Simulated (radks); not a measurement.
Values are calculated unless marked as measured or tabulated.
The rubidium ion Rb+ inside a hard spherical wall (all orbitals vanish at R), configuration held at [Kr] and not refilled when levels cross. Code: a radial shooting solver on a logarithmic mesh with Libxc functionals. Model: scalar-relativistic Kohn-Sham, LDA (Slater exchange, Perdew-Wang correlation), spin-polarised, spherical densities, finite nucleus; Fermi nuclear charge, rms radius 4.2036 fm. Eigenvalues in eV for spin up, with the zero of energy where the potential of the charges vanishes at infinity; a dash marks a level that is unbound or too diffuse for the functional's potential to be trusted. A positive occupied level is held by the wall or, in an anion where self-interaction has pushed it up, behind a barrier. The pressure on the wall is -dE/dV.

R (bohr)  E (hartree)  kinetic (hartree)    e(3p)    e(3d)    e(4s)    e(4p)  e(5s, empty)  e(4d, empty)  pressure (GPa)
free      -2977.46169           3048.353  -230.37  -110.06  -37.786  -21.792        -6.017        -3.782               0
20        -2977.46169           3048.353  -230.37  -110.06  -37.786  -21.792        -6.017        -3.782        < 0.0001
12        -2977.46169           3048.353  -230.37  -110.06  -37.786  -21.792        -6.012        -3.774        < 0.0001
10        -2977.46169           3048.353  -230.37  -110.06  -37.786  -21.792        -5.980        -3.744        < 0.0001
8         -2977.46168           3048.353  -230.37  -110.06  -37.785  -21.792        -5.764        -3.608        0.000839
5         -2977.45224           3048.448  -230.02  -109.72  -37.523  -21.520        -1.545        -1.825            1.96
4         -2977.37617           3049.014  -228.40  -108.10  -36.328  -20.204         6.951         1.481            27.4
3.5       -2977.20586           3050.059  -225.92  -105.64  -34.496  -18.096        17.155         5.425             107
2.5       -2975.07478           3059.707  -210.05  -89.924  -20.786   -1.795        79.499        29.598            2050
1.5       -2948.14707           3146.222  -141.53  -20.684   91.333   123.12        443.98        173.52           87800
